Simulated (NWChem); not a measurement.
# AgI; SMILES [I][Ag]

Computed with NWChem. def2 effective core potentials on Ag, I; no spin-orbit coupling. Each level has its own optimisation; frequencies are unscaled.

```csv
level,r Ag–I (Å),highest harmonic frequency (cm⁻¹),zero-point energy (kcal/mol)
"B3LYP/3-21G (all-electron, non-relativistic)",2.687,178,0.3
BLYP/def2-SVP (core potentials),2.620,188,0.3
"LDA (Slater exchange, VWN5)/def2-SVP (core potentials)",2.520,220,0.3
PBE/def2-SVP (core potentials),…,198,0.3
PBE0-D3(BJ)/def2-TZVP (core potentials),2.565,201,0.3
```

**Question.** What belongs in the gaps?

**Answer.** 
- PBE/def2-SVP (core potentials), r Ag–I (Å): 2.585
